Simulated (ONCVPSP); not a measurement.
# u(r) = r·R(r): atom against pseudo-atom (praseodymium (Pr))

Columns: radius, all-electron u(r) and pseudo u(r) of the 5s shell (level -39.08 eV) of praseodymium in the configuration [Kr] 4d10 4f3 5s2 5p6 6s2; PW91, scalar-relativistic, ONCV scheme, ONCVPSP 4.0.1.

```csv
r (bohr),all-electron,pseudo
0.120,0.0202,0.0269
0.240,0.2885,0.0665
0.360,-0.2362,0.1288
0.480,-0.5145,0.2178
0.600,-0.3859,0.3313
0.720,-0.0507,0.4613
0.840,0.3099,0.5955
0.960,0.6050,0.7201
1.080,0.8071,0.8223
1.200,0.9212,0.8927
1.320,0.9639,0.9266
1.440,0.9540,0.9242
1.560,0.9085,0.8903
1.680,0.8413,0.8325
1.800,0.7626,0.7594
1.920,0.6801,0.6793
2.040,0.5987,0.5986
2.160,0.5216,0.5215
2.280,0.4506,0.4505
2.400,0.3865,0.3865
2.520,0.3297,0.3297
2.640,0.2799,0.2798
2.760,0.2366,0.2366
2.880,0.1994,0.1993
3.000,0.1675,0.1675
3.120,0.1404,0.1404
```

(1) How many radial nodes do the two functions have?

(2) At about which radius was the pseudo-wave matched?

(3) Is the pseudo-wave norm-conserving?

Answers

(1) The all-electron 5s function has n − l − 1 = 4 (the table is too coarse to show those close to the nucleus); the pseudo-wave has 0, since the states of the same l below it are removed with the core.

(2) 2.40 bohr. The columns agree to 0.0005 from 2.04 bohr on; several derivatives are matched, so the curves merge somewhat inside the radius.

(3) Yes: the ONCV scheme keeps the norm inside the radius equal to the all-electron one, which fixes the energy derivative of the logarithmic derivative at the level.
